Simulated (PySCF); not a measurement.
Below is a simulated gas-phase S 2p photoelectron spectrum of F3Ga3S3 ((FGaS)3 ring).

Every computed line was given a Gaussian of 0.4 eV full width at half maximum and an area set by the number of equivalent atoms (split 2:1 within a doublet); the highest printed point is 100. The calculation used PySCF, delta-SCF UKS SCAN, pcX-2 on the ionised atom, pcseg-1 elsewhere, spin-free X2C.

```json
{"binding energy (eV)": "169.2", "intensity": "1"}
{"binding energy (eV)": "169.3", "intensity": "5"}
{"binding energy (eV)": "169.4", "intensity": "18"}
{"binding energy (eV)": "169.5", "intensity": "45"}
{"binding energy (eV)": "169.6", "intensity": "79"}
{"binding energy (eV)": "169.7", "intensity": "100"}
{"binding energy (eV)": "169.8", "intensity": "89"}
{"binding energy (eV)": "169.9", "intensity": "56"}
{"binding energy (eV)": "170.0", "intensity": "25"}
{"binding energy (eV)": "170.1", "intensity": "8"}
{"binding energy (eV)": "170.2", "intensity": "2"}
{"binding energy (eV)": "170.3", "intensity": "0"}
{"binding energy (eV)": "170.4", "intensity": "0"}
{"binding energy (eV)": "170.5", "intensity": "2"}
{"binding energy (eV)": "170.6", "intensity": "6"}
{"binding energy (eV)": "170.7", "intensity": "17"}
{"binding energy (eV)": "170.8", "intensity": "34"}
{"binding energy (eV)": "170.9", "intensity": "48"}
{"binding energy (eV)": "171.0", "intensity": "48"}
{"binding energy (eV)": "171.1", "intensity": "34"}
{"binding energy (eV)": "171.2", "intensity": "17"}
{"binding energy (eV)": "171.3", "intensity": "6"}
{"binding energy (eV)": "171.4", "intensity": "1"}
{"binding energy (eV)": "171.5", "intensity": "0"}
```

Task: How many maxima does the curve show, and how many computed lines lie under it?

Result: The curve has 2 maxima (at 169.7 and 170.9 eV). Under it lie 2 lines from 1 inequivalent sulfur site, drawn as a 2p3/2, 2p1/2 pair.

Task: Decompose the envelope and assign each component. Bonds: Ga1–F2, Ga1–S3, Ga1–S9, S3–Ga4, Ga4–F5, Ga4–S6, S6–Ga7, Ga7–F8, Ga7–S9.

Result: 
```tsv
position (eV)	relative area	line	atoms	environment
169.72	2.00	S 2p3/2	S3/S6/S9	sulfur bonded to 2 Ga
170.95	1.00	S 2p1/2	S3/S6/S9	sulfur bonded to 2 Ga
```

Task: What are the centre and the root-mean-square width of the whole band?

Result: The area-weighted mean of the lines is 170.13 eV. Their own spread about it is 0.58 eV (rms) and each Gaussian has σ = 0.4/2.355 = 0.17 eV; the variances add, which gives 0.61 eV.

No satellites, vibrations or lifetime broadening are included. Atoms equivalent by their bonding share one computed value, that of the first of them. 2p3/2 and 2p1/2 are the ΔSCF energy of one spin-free 2p hole plus the eigenvalues of a spin–orbit and ligand-field matrix of the shell. 2p1/2 minus 2p3/2 (ligand field included): S 1.23 eV. The structure is a single PBE0-D3(BJ)/def2-SVP conformer in the gas phase; no vibrational or solvent corrections.

Hardware: Arm Neoverse V2, one thread, on a shared host. Cost: 31 s wall, 0.74 GiB resident at most.
